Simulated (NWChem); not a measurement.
## Total energies of F₂Mg

```
Mg
F 1 1.7682
F 1 1.7682 2 180.00
```
Charge 0, spin multiplicity 1.

Program: NWChem. All single points use one geometry, from PBE/def2-SVP, a minimum by its harmonic frequencies.

Basis set: 3-21G (31 functions).

```csv
method,total energy (Ha)
RHF,-396.38762
MP2,-396.64286
B2PLYP,-397.33101
PBE,-397.29377
B3LYP,-397.63474
TPSS,-397.64501
CCSD(T),-396.64569
```

Total energies of different functionals aren't comparable as a measure of quality: only differences taken within one method are. 

The correlated methods keep 7 core orbitals frozen. B3LYP has NWChem's definition, with VWN1-RPA local correlation. The structure started from a generated list of species. No row is a measurement; the coupled-cluster row has its own basis-set and correlation limits.
